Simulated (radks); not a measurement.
The mean radii <r> (bohr) of the occupied orbitals of an atom or ion are listed with their occupations. Calculated with a radial shooting solver on a logarithmic mesh with Libxc functionals: non-relativistic Kohn-Sham, LDA (Slater exchange, Perdew-Zunger correlation), spin-polarised, spherical densities, point nucleus.

orbital  occ.      <r>
1s up       1  0.02449
1s down     1  0.02449
2s up       1   0.1045
2s down     1   0.1045
2p up       3  0.08862
2p down     3  0.08862
3s up       1   0.2710
3s down     1   0.2709
3p up       3   0.2607
3p down     3   0.2605
3d up       5   0.2321
3d down     5   0.2319
4s up       1   0.6102
4s down     1   0.6104
4p up       3   0.6249
4p down     3   0.6251
4d up       5   0.6615
4d down     5   0.6621
5s up       1    1.392
5s down     1    1.403
5p up       3    1.516
5p down     2    1.530
4f up       4   0.8025
6p up       1    3.260

Name the element and its charge. Open shells, if any, are filled with parallel spins first.

Answer. Z = 62, samarium, charge +4: Sm4+ in [Kr] 4d10 4f4 5s2 5p5 6p1. The 1s radius gives Z: for a bare nucleus <r> = 1.5/Z, 0.02419 bohr for Z = 62, and screening makes it slightly larger (0.02449 here). The occupations add up to 58, and the charge is Z minus that.
